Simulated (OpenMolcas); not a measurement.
# 4s2 4p4 along the 34-electron sequence

```yaml
Program: OpenMolcas
Method: CASSCF
Basis: ANO-RCC-VTZP
Scalar_Hamiltonian: DKH2, point nucleus
Spin-orbit_coupling: state interaction with AMFI integrals over the reference wave functions, term energies averaged over their components
```

Active space for each ion: 4 electrons in 3 orbitals (4p).

Computed levels in cm-1 above 3P2:

```
                               Level     Se    Br+   Kr2+
                                 3P1   1809   2839   4079
                                 3P0   2429   3682   5101
                                 1D2  11803  14461  17078
                                 1S0  27840  33610  39040
weight of 3P in the lowest level (%)     99     98     98
```

Measured, with the error of the calculation in %. Measured levels: Se, Br+ from NIST Handbook of Basic Atomic Spectroscopic Data; Kr2+ from Saloman, J. Phys. Chem. Ref. Data 36, 215 (2007).

```tsv
Level	Se	Br+	Kr2+
3P1	1989 (-9.0)	3136 (-9.5)	4548 (-10.3)
3P0	2534 (-4.2)	3837 (-4.1)	5313 (-4.0)
1D2	9576 (+23.3)	12089 (+19.6)	14644 (+16.6)
1S0	22446 (+24.0)	27867 (+20.6)	33080 (+18.0)
```

The fine-structure level 3P0 changes by a factor of 2.1 from Se to Kr2+. Its fourth root runs 7.02, 7.79, 8.45, with steps per unit of Z of 0.77, 0.66; equal steps would mean a (Z - σ)^4 law with constant σ.

1D2 changes by a factor of 1.45 over the same range, with steps per unit of Z of +2660, +2620 cm-1.

With the s shell closed, the reference lacks s² → p² mixing. Without dynamic correlation excited terms often stand tens of per cent too high (terms of higher spin than the ground term too low), and those without a measured partner can miss by more than the paired ones (holds for Se; Br+). Computed and measured levels are paired by configuration, term and J; levels that our copy of the source lacks, or whose pairing is in doubt (as where it misses far off the trend of its configuration), stay unpaired and out of the deviations. Levels of configurations outside the active space are missing.
